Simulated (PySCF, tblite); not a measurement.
Isomers of C6H14N (doublet state), one GFN2-xTB conformer each. Single-point energies are computed at B3LYP/pcH-1 (PySCF, gas phase, no added dispersion term), electronic only. GFN2-xTB treats the open shell by occupation alone, and not every SCF solution was tested for stability.

```csv
SMILES,GFN2-xTB relative energy (kcal/mol)
CC[C@H](C)CC[NH],0.0
[CH2]CN(CC)CC,1.7
```

Conformers: `[CH3:1][CH2:2][C@H:3]([CH3:4])[CH2:5][CH2:6][NH:7]` (doublet state) with C1–C2–C3–C4 66°, C2–C3–C5–C6 -60°, C3–C5–C6–N7 -175°, C5–C6–N7–H -6°; `[CH2:1][CH2:2][N:3]([CH2:4][CH3:5])[CH2:6][CH3:7]` (doublet state) with H–C1–C2–N3 80° and -82°, C1–C2–N3–C4 -67°, C2–N3–C4–C5 -144°, C2–N3–C6–C7 58°.

Question: What does B3LYP/pcH-1 give for the same structures?

Answer: 
| SMILES | B3LYP/pcH-1 E (Eh) | B3LYP/pcH-1 (kcal/mol) | GFN2-xTB (kcal/mol) | point group |
| --- | --- | --- | --- | --- |
| CC[C@H](C)CC[NH] | -291.78720 | 0.0 | 0.0 | C1 |
| [CH2]CN(CC)CC | -291.77119 | 10.0 | 1.7 | C1 |

Both levels put the same isomer lowest. As drawn, the lower has an N–H bond, which the higher lacks.

Question: What happens when harmonic zero-point energies from GFN2-xTB frequencies are added?

Answer: 
```
          SMILES  ZPE (kcal/mol)  electronic (kcal/mol)  with ZPE (kcal/mol)
CC[C@H](C)CC[NH]           118.3                    0.0                  0.0
   [CH2]CN(CC)CC           117.6                   10.0                  9.3
```

The zero-point energies span 0.7 kcal/mol. The order is unchanged.
